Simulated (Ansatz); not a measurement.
Basis-set extrapolation for `CO[Si](S)(Cl)OC` (PBE0-D4/def2-TZVP geometry, frozen core, Ansatz). Multiplicity 1, RHF reference.

```csv
,def2-TZVPP,def2-QZVPP
HF,-1375.813978,-1375.858563
MP2 correlation,-1.297820,-1.404195
CCSD(T) correlation,-1.415189,not run
```

Energies in hartree. Use E(X) = E(∞) + A·exp(−7.88·√X) for Hartree–Fock and E(X) = E(∞) + B·X^(−2.97) for correlation, with X = 3 and 4, and add CCSD(T) minus MP2 of the smaller set to the MP2 limit.

Question: What is the CCSD(T) energy at the basis-set limit?

Answer: HF limit: -1375.858563 + (-0.044585) × 0.13774 = -1375.86470. MP2 limit: -1.404195 + (-0.106375) × 0.74074 = -1.48299. Higher-order term: -1.415189 − (-1.297820) = -0.11737. Total: -1377.46506 hartree, 148.0 kcal/mol below CCSD(T)/def2-TZVPP.
